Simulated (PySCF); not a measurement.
C2H7BS2.
Cartesian coordinates in Å at the PBE0-D3(BJ)/def2-SVP level; atoms count from 1:
```
atom  x, y, z in Å
C1    -2.165   -0.628    0.472
S2    -1.427    0.803    1.310
B3     0.206    0.925    0.612
S4     0.803   -0.219   -0.622
C5     2.473    0.401   -0.979
H6    -3.204   -0.710    0.816
H7    -1.624   -1.550    0.727
H8    -2.152   -0.489   -0.618
H9     0.899    1.823    1.020
H10    2.956   -0.329   -1.641
H11    2.425    1.372   -1.489
H12    3.060    0.493   -0.056
```

The closed-shell ground state was solved at several levels (PySCF, density fitting, gas phase, non-relativistic).

```
            level  basis functions  total energy (Eh)  HOMO (eV)  LUMO (eV)  gap (eV)  dipole (D)
mPW1PW91/pcSseg-2              292          -901.8086      -6.92      -0.71      6.21        1.45
    PBE0/pcSseg-1              134          -901.2462      -6.95      -0.65      6.30        1.49
```

Q: Estimate the row for CAM-B3LYP/def2-SVPD, a basis of 170 functions; the other rows only guide the guess.

A: Total energy -901.3431 Eh, HOMO -8.16 eV, LUMO 0.37 eV, gap 8.53 eV, dipole 1.45 D.

Q: Over all these levels, which gives the widest orbital gap and which the narrowest?

A: CAM-B3LYP/def2-SVPD (range-separated hybrid) has the widest, 8.53 eV, and mPW1PW91/pcSseg-2 (global hybrid, 25 % exact exchange) the narrowest, 6.21 eV. Functional and basis both differ between the two, so the spread mixes both effects.

Q: How far do the dipole and the HOMO energy spread over the levels?

A: The dipole runs from 1.45 to 1.49 D (mean 1.47 D) and the HOMO from -8.16 to -6.92 eV.

One conformer stands for the species.
